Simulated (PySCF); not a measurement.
## Vibration and rotation of SnC

ROHF-CCSD(T) constants of SnC, ³Π (triplet), unpaired electrons σ ↑, π ↑ (basis Sn cc-pVDZ-PP with ECP28, C cc-pVDZ; scalar-relativistic core potentials; PySCF 2.14; masses 119.9022 and 12.0000 u):

| Property | Result |
| --- | --- |
| ωe | 639.9 cm⁻¹ |
| ωexe | 4.15 cm⁻¹ |
| Be | 0.3687 cm⁻¹ |
| αe | 0.00298 cm⁻¹ |
| D (centrifugal) | 4.9e-07 cm⁻¹ |
| De to Sn + C | 2.66 eV |

Problem. Give the vibrational terms G(v) and spacings up to v = 6.

Solution. G(v) = ωe(v+½) − ωexe(v+½)².

| v | G(v) (cm⁻¹) | G(v) − G(v−1) | Bv (cm⁻¹) |
| --- | --- | --- | --- |
| 0 | 319 |  | 0.3672 |
| 1 | 951 | 632 | 0.3642 |
| 2 | 1574 | 623 | 0.3613 |
| 3 | 2189 | 615 | 0.3583 |
| 4 | 2796 | 607 | 0.3553 |
| 5 | 3394 | 598 | 0.3523 |
| 6 | 3984 | 590 | 0.3493 |

Problem. How well does the Morse estimate ωe²/(4ωexe) reproduce De, and what is D0?

Solution. It gives 3.06 eV, 115 % of the computed De. D0 = De − G(0) = 2.66 − 0.04 = 2.62 eV.

Correlated steps freeze 5 core orbitals. Correlated levels converge slowly with the basis: in double zeta they bind strong bonds too weakly, by up to about 1 eV, and carry superposition errors of some tenths. These are scalar-relativistic numbers at best; spin–orbit coupling would shift them, the dissociation energy most. The CCSD T1 diagnostic is raised, a sign that a single reference may not be enough here. The state is the lowest determinant that a PBE0 search found; another state may lie lower at other levels.
